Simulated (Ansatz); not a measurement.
Ansatz (a program for electronic structure) job for CH7FOSi2, SMILES OC[SiH2][SiH2]F, PBE-D3(BJ)/def2-SVP. 

Ansatz 0.2 input:
```yaml
crystal:
  periodic: [false, false, false]
  atoms:
    - {symbol: O, position_ang: [-1.90907697, 0.75881506, 0.99416356]}
    - {symbol: C, position_ang: [-2.06553926, -0.14260563, -0.09168885]}
    - {symbol: Si, position_ang: [-0.44965321, -0.15048799, -1.10648229]}
    - {symbol: Si, position_ang: [1.14405256, -0.01669046, 0.60860491]}
    - {symbol: F, position_ang: [2.62953033, -0.39466082, 0.03814442]}
    - {symbol: H, position_ang: [-1.89158891, 1.65637527, 0.64449980]}
    - {symbol: H, position_ang: [-2.21330032, -1.14242881, 0.34775015]}
    - {symbol: H, position_ang: [-2.97235822, 0.06755231, -0.68957590]}
    - {symbol: H, position_ang: [-0.30240219, -1.35617217, -1.97949765]}
    - {symbol: H, position_ang: [-0.38609183, 1.07687502, -1.96494439]}
    - {symbol: H, position_ang: [0.81593286, -0.98680484, 1.69362919]}
    - {symbol: H, position_ang: [1.22829611, 1.36216242, 1.17194724]}
basis:
  gaussian:
    orbitals: def2-SVP
hamiltonian:
  xc: pbe
  dispersion: d3bj
relax: {f_tol: 0.002, max_steps: 200}
```

Output:

```
WARN ansatz: RAYON_NUM_THREADS=1 ignored (pool sized by the plan → 1); use --threads N
Functional definition: PBE
integrals: 0.06 GiB planned
1247 factors; their error is unknown
mean field: 0.31 GiB planned
mean field evaluation 1: about -21640.0502 eV, gradient 5.8e1 eV
mean field evaluation 2: about -21615.8196 eV, gradient 1.2e2 eV
mean field evaluation 4: about -21646.7995 eV, gradient 1.0e1 eV
mean field evaluation 8: about -21646.9970 eV, gradient 2.1e-1 eV
mean field evaluation 16: about -21646.9057 eV, gradient 1.5e-4 eV
mean field -21646.90572006 eV, -795.5091124124 hartree, gradient 5.0e-5 eV, S^2 0.000000; 0 other end points of the search recorded, 0 dependent functions left out
the calculation of the forces begins
reference -21646.90575720 eV, -795.5091137775 hartree; 29, 29 occupied and 84, 84 virtual orbitals, 1247 factors
relax step   1: F+E_penalty+E_count = -21647.16933757 eV  Δ(F+E_penalty+E_count) = +0.000e0 eV  max|allowed force component| = 6.524e-1 eV/Å  Δτ_max = 0.0000 Å  (28 SCF iters, accepted)
these checks for a lower state are left out or cut short: starts, cluster_reference, orbital_swaps, neighbouring_geometries, increment
integrals: 0.06 GiB planned
1247 factors; their error is unknown
mean field: 0.31 GiB planned
mean field -21646.92432072 eV, -795.5097959742 hartree, gradient 2.0e-5 eV, S^2 0.000000; 0 other end points of the search recorded, 0 dependent functions left out
the calculation of the forces begins
reference -21646.92435796 eV, -795.5097973428 hartree; 29, 29 occupied and 84, 84 virtual orbitals, 1247 factors
relax step   2: F+E_penalty+E_count = -21647.18706681 eV  Δ(F+E_penalty+E_count) = -1.773e-2 eV  max|allowed force component| = 2.548e-1 eV/Å  Δτ_max = 0.0203 Å  (29 SCF iters, accepted)
these checks for a lower state are left out or cut short: starts, cluster_reference, orbital_swaps, neighbouring_geometries, increment
integrals: 0.06 GiB planned
1247 factors; their error is unknown
mean field: 0.31 GiB planned
mean field evaluation 32: about -21646.9269 eV, gradient 2.2e-5 eV
mean field -21646.92689350 eV, -795.5098905219 hartree, gradient 2.2e-5 eV, S^2 0.000000; 0 other end points of the search recorded, 0 dependent functions left out
the calculation of the forces begins
reference -21646.92693076 eV, -795.5098918912 hartree; 29, 29 occupied and 84, 84 virtual orbitals, 1247 factors
relax step   3: F+E_penalty+E_count = -21647.18994917 eV  Δ(F+E_penalty+E_count) = -2.882e-3 eV  max|allowed force component| = 7.715e-2 eV/Å  Δτ_max = 0.0300 Å  (29 SCF iters, accepted)
these checks for a lower state are left out or cut short: starts, cluster_reference, orbital_swaps, neighbouring_geometries, increment
integrals: 0.06 GiB planned
1247 factors; their error is unknown
mean field: 0.31 GiB planned
mean field -21646.92731248 eV, -795.5099059194 hartree, gradient 2.0e-5 eV, S^2 0.000000; 0 other end points of the search recorded, 0 dependent functions left out
the calculation of the forces begins
reference -21646.92734977 eV, -795.5099072898 hartree; 29, 29 occupied and 84, 84 virtual orbitals, 1247 factors
relax step   4: F+E_penalty+E_count = -21647.19037705 eV  Δ(F+E_penalty+E_count) = -4.279e-4 eV  max|allowed force component| = 4.463e-2 eV/Å  Δτ_max = 0.0210 Å  (29 SCF iters, accepted)
these checks for a lower state are left out or cut short: starts, cluster_reference, orbital_swaps, neighbouring_geometries, increment
integrals: 0.06 GiB planned
1247 factors; their error is unknown
mean field: 0.31 GiB planned
mean field -21646.92733334 eV, -795.5099066859 hartree, gradient 1.9e-5 eV, S^2 0.000000; 0 other end points of the search recorded, 0 dependent functions left out
the calculation of the forces begins
reference -21646.92737059 eV, -795.5099080548 hartree; 29, 29 occupied and 84, 84 virtual orbitals, 1247 factors
relax step   5: F+E_penalty+E_count = -21647.19066594 eV  Δ(F+E_penalty+E_count) = -2.889e-4 eV  max|allowed force component| = 1.451e-2 eV/Å  Δτ_max = 0.0094 Å  (30 SCF iters, accepted)
these checks for a lower state are left out or cut short: starts, cluster_reference, orbital_swaps, neighbouring_geometries, increment
integrals: 0.06 GiB planned
1247 factors; their error is unknown
mean field: 0.31 GiB planned
mean field -21646.92730685 eV, -795.5099057123 hartree, gradient 1.4e-5 eV, S^2 0.000000; 0 other end points of the search recorded, 0 dependent functions left out
the calculation of the forces begins
reference -21646.92734410 eV, -795.5099070815 hartree; 29, 29 occupied and 84, 84 virtual orbitals, 1247 factors
relax step   6: F+E_penalty+E_count = -21647.19072451 eV  Δ(F+E_penalty+E_count) = -5.857e-5 eV  max|allowed force component| = 1.206e-2 eV/Å  Δτ_max = 0.0032 Å  (23 SCF iters, accepted)
these checks for a lower state are left out or cut short: starts, cluster_reference, orbital_swaps, neighbouring_geometries, increment
integrals: 0.06 GiB planned
1247 factors; their error is unknown
mean field: 0.31 GiB planned
mean field -21646.92718796 eV, -795.5099013434 hartree, gradient 2.0e-5 eV, S^2 0.000000; 0 other end points of the search recorded, 0 dependent functions left out
the calculation of the forces begins
reference -21646.92722523 eV, -795.5099027129 hartree; 29, 29 occupied and 84, 84 virtual orbitals, 1247 factors
relax step   7: F+E_penalty+E_count = -21647.19077017 eV  Δ(F+E_penalty+E_count) = -4.566e-5 eV  max|allowed force component| = 3.483e-3 eV/Å  Δτ_max = 0.0069 Å  (31 SCF iters, accepted)
these checks for a lower state are left out or cut short: starts, cluster_reference, orbital_swaps, neighbouring_geometries, increment
integrals: 0.06 GiB planned
1247 factors; their error is unknown
mean field: 0.31 GiB planned
mean field evaluation 64: about -21646.9271 eV, gradient 2.5e-5 eV
mean field -21646.92708974 eV, -795.5098977339 hartree, gradient 2.5e-5 eV, S^2 0.000000; 0 other end points of the search recorded, 0 dependent functions left out
the calculation of the forces begins
reference -21646.92712701 eV, -795.5098991034 hartree; 29, 29 occupied and 84, 84 virtual orbitals, 1247 factors
relax step   8: F+E_penalty+E_count = -21647.19078066 eV  Δ(F+E_penalty+E_count) = -1.050e-5 eV  max|allowed force component| = 4.953e-3 eV/Å  Δτ_max = 0.0044 Å  (22 SCF iters, accepted)
these checks for a lower state are left out or cut short: starts, cluster_reference, orbital_swaps, neighbouring_geometries, increment
integrals: 0.06 GiB planned
1247 factors; their error is unknown
mean field: 0.31 GiB planned
mean field -21646.90404402 eV, -795.5090508193 hartree, gradient 2.1e-5 eV, S^2 0.000000; 0 other end points of the search recorded, 0 dependent functions left out
the calculation of the forces begins
reference -21646.90408107 eV, -795.5090521806 hartree; 29, 29 occupied and 84, 84 virtual orbitals, 1247 factors
relax step   9: F+E_penalty+E_count = -21647.16747488 eV  Δ(F+E_penalty+E_count) = +2.331e-2 eV  max|allowed force component| = 8.430e-1 eV/Å  Δτ_max = 0.0236 Å  (30 SCF iters, rejected (line search))
these checks for a lower state are left out or cut short: starts, cluster_reference, orbital_swaps, neighbouring_geometries, increment
integrals: 0.06 GiB planned
1247 factors; their error is unknown
mean field: 0.31 GiB planned
mean field -21646.92710916 eV, -795.5098984476 hartree, gradient 9.1e-6 eV, S^2 0.000000; 0 other end points of the search recorded, 0 dependent functions left out
the calculation of the forces begins
reference -21646.92714643 eV, -795.5098998171 hartree; 29, 29 occupied and 84, 84 virtual orbitals, 1247 factors
relax step  10: F+E_penalty+E_count = -21647.19078089 eV  Δ(F+E_penalty+E_count) = -2.232e-7 eV  max|allowed force component| = 2.818e-3 eV/Å  Δτ_max = 0.0029 Å  (23 SCF iters, accepted)
these checks for a lower state are left out or cut short: starts, cluster_reference, orbital_swaps, neighbouring_geometries, increment
integrals: 0.06 GiB planned
1247 factors; their error is unknown
mean field: 0.31 GiB planned
mean field -21646.92706990 eV, -795.5098970045 hartree, gradient 7.1e-6 eV, S^2 0.000000; 0 other end points of the search recorded, 0 dependent functions left out
the calculation of the forces begins
reference -21646.92710716 eV, -795.5098983740 hartree; 29, 29 occupied and 84, 84 virtual orbitals, 1247 factors
relax step  11: F+E_penalty+E_count = -21647.19078233 eV  Δ(F+E_penalty+E_count) = -1.438e-6 eV  max|allowed force component| = 2.042e-3 eV/Å  Δτ_max = 0.0017 Å  (23 SCF iters, accepted)
these checks for a lower state are left out or cut short: starts, cluster_reference, orbital_swaps, neighbouring_geometries, increment
integrals: 0.06 GiB planned
1247 factors; their error is unknown
mean field: 0.31 GiB planned
mean field -21646.92707220 eV, -795.5098970891 hartree, gradient 4.9e-5 eV, S^2 0.000000; 0 other end points of the search recorded, 0 dependent functions left out
the calculation of the forces begins
reference -21646.92710946 eV, -795.5098984586 hartree; 29, 29 occupied and 84, 84 virtual orbitals, 1247 factors
relax step  12: F+E_penalty+E_count = -21647.19078332 eV  Δ(F+E_penalty+E_count) = -9.973e-7 eV  max|allowed force component| = 1.173e-3 eV/Å  Δτ_max = 0.0005 Å  (19 SCF iters, accepted)
integrals: 0.06 GiB planned
1247 factors; their error is unknown
mean field: 0.31 GiB planned
mean field evaluation 96: about -21647.0154 eV, gradient 7.6e-1 eV
mean field -21646.92707220 eV, -795.5098970891 hartree, gradient 4.9e-5 eV, S^2 0.000000; 1 other end points of the search recorded, 0 dependent functions left out
the calculation of the forces begins
reference -21646.92710946 eV, -795.5098984586 hartree; 29, 29 occupied and 84, 84 virtual orbitals, 1247 factors
Total energy: -21647.19082059 eV, -795.5195896637 hartree
Atom 0 at    -1.882948     0.749192     1.011519 Å, force    -0.000084    -0.001173    -0.001010 eV/Å
Atom 1 at    -2.069963    -0.153297    -0.090758 Å, force    -0.000304     0.000998     0.000120 eV/Å
Atom 2 at    -0.452473    -0.155309    -1.125319 Å, force     0.000891    -0.000405     0.000521 eV/Å
Atom 3 at     1.131435    -0.008802     0.611286 Å, force    -0.000077     0.000262    -0.000123 eV/Å
Atom 4 at     2.637199    -0.400380     0.061110 Å, force    -0.000053    -0.000153    -0.000067 eV/Å
Atom 5 at    -1.824423     1.651645     0.645429 Å, force    -0.000079     0.000112    -0.000050 eV/Å
Atom 6 at    -2.217752    -1.160665     0.352080 Å, force     0.000317     0.000198     0.000117 eV/Å
Atom 7 at    -2.991873     0.070139    -0.677437 Å, force    -0.000263     0.000041     0.000326 eV/Å
Atom 8 at    -0.290408    -1.358743    -2.017717 Å, force    -0.000268     0.000046     0.000030 eV/Å
Atom 9 at    -0.405589     1.087839    -1.980470 Å, force    -0.000109     0.000138     0.000062 eV/Å
Atom 10 at     0.779857    -0.975365     1.708292 Å, force     0.000138    -0.000009     0.000048 eV/Å
Atom 11 at     1.214737     1.385675     1.168535 Å, force    -0.000110    -0.000055     0.000026 eV/Å
Dipole moment:    -0.464857     0.163209    -0.164546 e Å
```

The calculation finished and met its thresholds.

Cost: very roughly 40 core-seconds.
